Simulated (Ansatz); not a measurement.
Molecule: difluorosilane, SiH₂F₂, charge 0, multiplicity 1. SMILES: F[SiH2]F
Coordinates optimised at B3LYP-D3(BJ)/def2-TZVP (Ansatz, a quantum-chemistry and plane-wave program):
```
Si
F 1 1.5916
F 1 1.5916 2 107.98
H 1 1.4696 2 108.50 3 -117.41
H 1 1.4696 4 114.67 2 121.46
```
Charge 0, spin multiplicity 1.

Quantity: enthalpy of formation at 298 K, in kcal/mol. Terms: 6-311+G** with 5d, 6d on Na to Ar in Ansatz; no spin-orbit coupling; no dispersion term unless named; LANL2DZ with its own core potentials from Na on; UHF or UKS for open shells; frozen cores in correlated levels; non-relativistic; 6-31G* and kin with 6d, 5d where marked. CBS(X,Y): correlation extrapolated as X^-3; Hartree-Fock from the larger set. First-principles rows: single points at B3LYP-D3(BJ) geometries (Ansatz), with unscaled harmonic terms from B3LYP/6-31G* at its own minima, enthalpies of formation by atomisation with measured atoms.

Coupled cluster (Ansatz) is a level with limits of its own, used here on species with T1 under 0.025 (0.045 for open shells) and stable references: CCSD(T)/CBS(cc-pV(T+d)Z,cc-pV(Q+d)Z).

Value to compare with, CCSD(T)/CBS(cc-pV(T+d)Z,cc-pV(Q+d)Z) (Ansatz): -188.5 kcal/mol.

```tsv
level	program	enthalpy of formation at 298 K (kcal/mol)	difference
B3LYP/STO-3G	Ansatz	-185.3	3.2
B3LYP/3-21G	Ansatz	-134.3	54.2
B3LYP/LANL2DZ	Ansatz	-112.8	75.7
B3LYP/6-31G	Ansatz	-103.5	85.0
B3LYP/6-31G*	Ansatz	-171.1	17.4
B3LYP/6-31+G*	Ansatz	-164.6	23.9
B3LYP/6-31G**	Ansatz	-172.6	15.9
B3LYP/def2-SVP	Ansatz	-168.0	20.5
B3LYP/cc-pVDZ	Ansatz	-152.7	35.8
B3LYP/6-311+G**	Ansatz	-160.3	28.2
B3LYP/def2-TZVPD	Ansatz	-177.3	11.2
```

Among the 10 habitual levels, B3LYP/6-31G lies farthest from CCSD(T)/CBS(cc-pV(T+d)Z,cc-pV(Q+d)Z) (Ansatz) (85.0 kcal/mol) and B3LYP/STO-3G nearest (3.2); 10 of 10 lie above it, and their mean absolute difference is 36.0 kcal/mol, the median 26.0. One case shows no general order.

The sets are all those run for this method; runs whose electronic state is in doubt are left out.
